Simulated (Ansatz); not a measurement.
An input meant for Pb3O4⁺ (charge 1, doublet).

A further run on Pb₃O₄⁺ (the lowest doublet isomer of a short search).

```yaml
crystal:
  periodic: [false, false, false]
  atoms:
    - {symbol: Pb, position_ang: [-1.099925, -0.951420, -2.181228]}
    - {symbol: Pb, position_ang: [1.689995, 0.152719, -0.432278]}
    - {symbol: Pb, position_ang: [-1.200785, -1.082687, 1.849007]}
    - {symbol: O, position_ang: [0.440517, 0.273880, -2.299105]}
    - {symbol: O, position_ang: [-0.240187, -1.127386, -0.056733]}
    - {symbol: O, position_ang: [-0.206723, 0.956094, 2.144030]}
    - {symbol: O, position_ang: [0.314174, 1.564241, 1.119567]}
basis:
  gaussian: {orbitals: def2-TZVPP, fitting: {mean_field: cc-pVTZ-jkfit}}
total_charge: 1
magnetization: {spin_polarized: true, initial_magnetization: 1}
hamiltonian: {xc: {name: B97M-V}}
relax: {f_tol: 0.0001, max_steps: 1}
```

```sh
$ ansatz run in.yaml --threads 4 --pin off --events-out ev --progress --plain --max-ram 4787MiB
```

Output, abridged:

```
Functional definition: B97M-V
Error: [file] the basis set cc-pVTZ-JKFIT has no functions for Pb
```

Hardware: 4 threads of Intel Xeon on a shared host. Wall time 0.2 s.

In the def2 sets Pb takes a core potential; there is no spin–orbit coupling.
